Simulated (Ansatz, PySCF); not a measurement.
Gas-phase reaction in SMILES: N[Si](Cl)(Cl)Cl + 4 [H][H] (H2) -> 3 Cl (HCl) + N (NH3) + [SiH4] (SiH4)
Structures are relaxed separately at B3LYP-D3(BJ)/def2-TZVP in Ansatz (a program for electronic structure), one conformer each, not searched for the lowest. Frequencies are from Ansatz or PySCF.
Geometry of the first species:
SMILES: N[Si](Cl)(Cl)Cl
```xyz
7

Si     0.2708     0.0417     0.0361
Cl    -0.1595    -1.3078    -1.4515
Cl    -0.5275    -0.7021     1.7626
Cl    -0.6134     1.8065    -0.4882
N      1.9125     0.3281     0.2928
H      2.4852    -0.3360     0.7888
H      2.4424     0.9139    -0.3326
```
Charge 0, spin multiplicity 1.

Quantity: energy of full hydrogenation (0 K, with B3LYP-D3(BJ) harmonic zero-point energies), in kcal/mol. Cores are frozen in the correlated levels unless marked. Spin-orbit coupling is left out. Non-relativistic. Basis-set limits of correlation are two-point, X^-3; Hartree-Fock from the larger set. [CCSD(T)-MP2]/basis is that difference in the basis named.

Level to compare with: RI-MP2/CBS(aug-cc-pV(T+d)Z,aug-cc-pV(Q+d)Z)+[CCSD(T)-MP2]/aug-cc-pV(T+d)Z (Ansatz), 74.8 kcal/mol. It is a level with limits of its own, and the differences hold the functionals' basis error too.

**Question.** Rank these functionals by how close they come to RI-MP2/CBS(aug-cc-pV(T+d)Z,aug-cc-pV(Q+d)Z)+[CCSD(T)-MP2]/aug-cc-pV(T+d)Z, closest first: wB97X-V/def2-TZVPD (Ansatz); BHLYP/def2-TZVPD (Ansatz); wB97X/def2-TZVPD (Ansatz); r2SCAN0/def2-TZVPD (Ansatz).

**Answer.** r2SCAN0/def2-TZVPD (hybrid meta-GGA, 75.6 kcal/mol, difference 0.8), wB97X-V/def2-TZVPD (range-separated hybrid with VV10, 72.1 kcal/mol, difference -2.7), wB97X/def2-TZVPD (range-separated hybrid, 67.8 kcal/mol, difference -7.0), BHLYP/def2-TZVPD (global hybrid, 65.6 kcal/mol, difference -9.2)
